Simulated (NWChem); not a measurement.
System: C₄H₄O₂; SMILES O=C1CC(=O)C1

```xyz
10

O      0.0000     2.2701     0.0000
C      0.0000     1.0646     0.0000
C      1.1210     0.0000     0.0000
C      0.0000    -1.0646     0.0000
O      0.0000    -2.2701     0.0000
C     -1.1210     0.0000     0.0000
H      1.7779     0.0000     0.8969
H      1.7779     0.0000    -0.8969
H     -1.7779     0.0000    -0.8969
H     -1.7779     0.0000     0.8969
```
Atoms are numbered in this order, from 1.

Results from NWChem. The geometry was optimised at PBE-D3(BJ)/def2-SVP. B3LYP is NWChem's, with the RPA form of VWN correlation. Atomic charges in e: unrestrained fits to the electrostatic potential beside Mulliken populations; buried atoms are poorly determined by the fit.

### Question
Estimate the computed values for B3LYP/def2-SVP. Quantities: ESP O1; Mulliken O1; ESP C2; Mulliken C2; ESP C3; Mulliken C3; ESP C4; Mulliken C4; ESP O5; Mulliken O5; relative RMS misfit of the potential (%).

### Answer
- ESP O1: -0.47
- Mulliken O1: -0.15
- ESP C2: 0.57
- Mulliken C2: 0.00
- ESP C3: -0.32
- Mulliken C3: -0.01
- ESP C4: 0.57
- Mulliken C4: 0.00
- ESP O5: -0.47
- Mulliken O5: -0.15
- relative RMS misfit of the potential (%): 17
